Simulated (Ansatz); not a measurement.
The molecule PtC, closed-shell singlet (lowest of 2S+1 = 1, 3, 5 at CCSD(T)/def2-TZVPP on PBE0 minima; our sources give no spin for the ground state, which may be another). No spin–orbit coupling.

Constants: fifth-degree fit in 1/R to seven points, most abundant isotopes. Runs in def2 and cc sets follow the lowest solution found near the PBE0 minimum. The singlet is held restricted.

The values were computed with Ansatz (Gaussian orbitals). Values without a source in brackets are computed. In def2 rows elements past Kr take small-core potentials, without spin–orbit coupling.

Energies at CAM-B3LYP/def2-TZVPP:

```
R (Å)       E (hartree)
--------  -------------
1.545232  -157.24589192
1.586770  -157.25505672
1.624985  -157.25935711
1.668185  -157.26034615
1.711386  -157.25803006
1.761232  -157.25215234
1.819386  -157.24205210
```

**Question.** With a reduced mass of 11.3042 u, find the minimum, the force constant and the constants.

**Answer.** A fifth-degree polynomial in 1/R puts the minimum at r_e = 1.6581 Å with force constant 812 N/m. Then ω_e = (1/2πc)√(k/μ) = 1104 cm⁻¹ and B_e = h/(8π²cμr_e²) = 0.5424 cm⁻¹; the cubic and quartic terms give α_e = 0.0031 and ω_e x_e = 4.4 cm⁻¹.

Ansatz is a first-principles code.
